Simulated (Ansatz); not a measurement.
Start from `CC(C)[O][Cd][OH]` and change one atom or group to get `CC(C)[O][Cd][NH2]`.

Ansatz, PBE0-D4/def2-TZVP geometries, multiplicity 1. Each molecule was computed in one conformer, which needn't be the lowest.

Elements past krypton have def2 core potentials.

```csv
property,`CC(C)[O][Cd][OH]`
LUMO energy (B3LYP/def2-TZVPP) / eV,-1.61
HOMO–LUMO gap (PBE0/def2-TZVPP) / eV,5.94
HOMO–LUMO gap (B3LYP/def2-TZVPP) / eV,5.41
size of the dipole moment (ωB97M-V/def2-TZVPP) / D,1.81
HOMO energy (ωB97M-V/def2-TZVPP) / eV,-9.60
size of the dipole moment (PBE/def2-TZVPP) / D,1.73
```

**Question.** Give the same properties after the change, and the shifts. (An estimate is asked.)

**Answer.** The calculation gave: 
| property | `CC(C)[O][Cd][NH2]` | shift |
| --- | --- | --- |
| LUMO energy (B3LYP/def2-TZVPP) / eV | -1.11 | 0.50 |
| HOMO–LUMO gap (PBE0/def2-TZVPP) / eV | 6.25 | 0.31 |
| HOMO–LUMO gap (B3LYP/def2-TZVPP) / eV | 5.70 | 0.29 |
| size of the dipole moment (ωB97M-V/def2-TZVPP) / D | 0.72 | -1.09 |
| HOMO energy (ωB97M-V/def2-TZVPP) / eV | -9.41 | 0.19 |
| size of the dipole moment (PBE/def2-TZVPP) / D | 0.66 | -1.07 |

With PBE0 the HOMO rises by 0.17 eV and the LUMO rises by 0.48 eV, so the gap widens by about 0.31 eV. PBE moves the HOMO by 0.18 eV and ωB97M-V by 0.19 eV. The zero-point energy changes by 32.2 kJ/mol with +3 modes. Dipoles are sizes alone; their direction can turn.

B3LYP here is the variant with VWN-RPA as its local correlation; programs differ in this.
